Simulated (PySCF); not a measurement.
B(Cl)(Me)(OMe) (C₂H₆BClO), SMILES COB(C)Cl.

Coordinates come from a B3LYP-D3(BJ)/def2-SVP optimisation. The structure was generated by enumeration, and PubChem lists no compound with its InChIKey, so it may never have been made. The values are those of a single conformer.

Two levels are set side by side: TDDFT-PBE/def2-SVPD (PySCF) and TDDFT-LC-ωPBE/def2-SVPD (PySCF). Vertical, same geometry. The lowest singlet is HOMO→LUMO 100 % with PBE and HOMO→LUMO+1 83 % with the other functional; states are paired by order. Differences are taken from unrounded values.

```json
[
 {"quantity": "lowest singlet excitation (eV)", "TDDFT-LC-ωPBE": "7.49"},
 {"quantity": "lowest triplet excitation (TDA) (eV)", "TDDFT-LC-ωPBE": "7.05"},
 {"quantity": "first bright state (f over 0.05) (eV)", "TDDFT-LC-ωPBE": "8.32"},
 {"quantity": "its oscillator strength", "TDDFT-LC-ωPBE": "0.20"}
]
```

Q: What does TDDFT-PBE give, and how far is it from TDDFT-LC-ωPBE? (An estimate is asked for; the answer gives what the named calculation found.)

A: 
```tsv
quantity	TDDFT-PBE	TDDFT-PBE minus TDDFT-LC-ωPBE
lowest singlet excitation (eV)	6.35	-1.14
lowest triplet excitation (TDA) (eV)	6.14	-0.91
first bright state (f over 0.05) (eV)	7.06	-1.27
its oscillator strength	0.14	-0.05
```

Functionals without exact exchange tend to place singlet excitations lower, as here. Differences between two approximate levels are no errors against the true value.

Rough cost on one machine, each run with all the roots and properties that it gave: TDDFT-LC-ωPBE against TDDFT-PBE about 8 times.
